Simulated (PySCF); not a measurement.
## Electronic structure of Mg⁺ (magnesium, charge +1) at the UHF level

Configuration: [Ne] 3p1, 2P determinant (an excited configuration). All numbers are calculated (PySCF 2.14, the spin-free X2C one-electron Hamiltonian (Gaussian nucleus), in aug-cc-pCVTZ-DK (8s7p5d3f, 75 functions)).

```
Total energy                                                  : -199.518546 hartree
One-electron energy                                           : -275.2662 hartree
Hartree (Coulomb) energy                                      : 91.6194 hartree
Exchange energy                                               : -15.8717 hartree
⟨S²⟩                                                          : 0.7500
⟨L²⟩                                                          : 2.000
Sum of ⟨r⟩                                                    : 9.244 bohr
Sum of ⟨r²⟩                                                   : 18.95 bohr²
Traceless quadrupole moment −½Σ⟨3z² − r²⟩ along its main axis : -5.68 e·bohr²
Langevin diamagnetic susceptibility                           : -15.0 ×10⁻⁶ cm³/mol
```

| shell | electrons | mean orbital energy (hartree) | spread (hartree) | rms radius, mean of both spins (bohr) |
| --- | --- | --- | --- | --- |
| 1s α | 1 | -49.51369 | 0 | 0.151 |
| 1s β | 1 | -49.51051 | 0 | 0.151 |
| 2s α | 1 | -4.16478 | 0 | 0.755 |
| 2s β | 1 | -4.16052 | 0 | 0.755 |
| 2p α | 3 | -2.67657 | 0.00831 | 0.769 |
| 2p β | 3 | -2.66918 | 0.00924 | 0.769 |
| 3p α | 1 | -0.38413 | 0 | 3.77 |

Spin-orbit constants ζ (cm⁻¹) from the X2C one-electron operator on these orbitals: bare nucleus, nucleus screened by l(l+1)(2l+1)/3 electrons, and screened by the Breit-Pauli mean field of the electrons.

```json
{"shell": "2p", "bare": "1762", "screened nucleus": "1468", "mean field": "1335"}
{"shell": "3p", "bare": "60.66", "screened nucleus": "50.55", "mean field": "44.92"}
```

To first order the Landé constant is A = 44.92 cm⁻¹, so the lowest level has J = 1/2 and lies 0.00557 eV below the centre of the term.
